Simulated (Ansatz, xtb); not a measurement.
**Two isomers of C4H6N2OS**

Structure X: `NC(=O)/C=C\C(N)=S`, a singlet. Structure Y: `COc1nsnc1C`, a singlet. Both are isolated molecules in the gas phase, relaxed with r2SCAN-D4/def2-SVP; the shapes shown needn't be the lowest conformers.

X (Å):

```
atom    x (Å)    y (Å)    z (Å)
   C   1.2442  -0.1510   1.5926
   C  -0.1462   0.3382   1.4221
   C  -0.7729   0.8783   0.3451
   C  -0.3436   1.1759  -1.0395
   N   1.5000  -0.6473   2.8330
   N   0.9212   0.9287  -1.3935
   O   2.1314  -0.1356   0.7349
   S  -1.4913   1.8082  -2.0803
   H   2.4309  -1.0010   3.0204
   H   0.8024  -0.6844   3.5631
   H  -0.7702   0.2460   2.3193
   H  -1.8196   1.1571   0.4945
   H   1.5835   0.5170  -0.7108
   H   1.1839   1.1356  -2.3509
```

Y (Å):

```xyz
14

C    -2.5424    0.4722   -0.9253
C    -0.4279   -0.1144   -0.1161
C     0.8794    0.1815    0.4307
C     1.3707    1.5566    0.7268
N    -0.6830   -1.3888   -0.3097
N     1.5935   -0.9046    0.6401
O    -1.2844    0.8727   -0.3900
S     0.6774   -2.2147    0.1783
H    -3.1123    1.3946   -1.0888
H    -2.4054   -0.0700   -1.8741
H    -3.0715   -0.1883   -0.2203
H     2.3903    1.5167    1.1303
H     0.7110    2.0558    1.4548
H     1.3643    2.1754   -0.1851
```

Task: Which of the two would you expect CCSD(T)/def2-SVP + ΔMP2/def2-TZVPP electronic energies to favour?

Result: Structure X; the calculation gives E(Y) − E(X) = +45.1 kJ/mol.

The same difference at several levels:

```tsv
level	geometry	E(Y) − E(X) (kJ/mol)	departure from the last row (kJ/mol)	job, with rough time for the two
GFN2-xTB	GFN2-xTB	−91.8	−137.0	optimisation, 0.43 s
HF/STO-3G	GFN2-xTB	−250.3	−295.5	single point, 0.44 s
r2SCAN-D4/def2-SVP//GFN2-xTB	GFN2-xTB	+96.3	+51.2	single point, 4.4 s
r2SCAN-D4/def2-SVP	r2SCAN-D4/def2-SVP	+94.1	+48.9	optimisation, 34 s
HF/def2-SVP	r2SCAN-D4/def2-SVP	+115.8	+70.6	part of the CCSD(T) run
MP2/def2-SVP	r2SCAN-D4/def2-SVP	+68.2	+23.1	part of the CCSD(T) run
CCSD(T)/def2-SVP	r2SCAN-D4/def2-SVP	+76.6	+31.5	single point
CCSD(T)/def2-SVP + ΔMP2/def2-TZVPP	r2SCAN-D4/def2-SVP	+45.1		single point, 1.8 min
```

As drawn, Y has 2 C–O, 2 C∷N, 2 N∷S, 1 C∷C, 4 C–H in place of 2 C–N, 1 C=O, 1 C–C, 1 C=C, 1 C=S, 4 N–H (∷ is an aromatic bond). Structure X has no ring, Y a 5-membered ring (with an aromatic ring).

GFN2-xTB, HF/STO-3G put the two in the other order. The largest departure from CCSD(T)/def2-SVP + ΔMP2/def2-TZVPP is that of HF/STO-3G, 295.5 kJ/mol. The last row adds to CCSD(T) the change of the MP2 difference between the two basis sets, here −31.5 kJ/mol, a large step that makes the value less sure.

With thermal terms from frequencies at re-optimised GFN2-xTB minima (ideal gas, soft modes damped towards free rotors, one conformer each, 298.15 K, 1 atm): on the last row, ΔE + ΔZPE = +46.5, ΔH = +45.7, ΔG = +46.8 kJ/mol.

The correlated steps freeze 12 core orbitals. Run with Ansatz 0.2.0, xtb 6.7.1; the last row on 4 threads of Arm Neoverse V1 on a shared host.
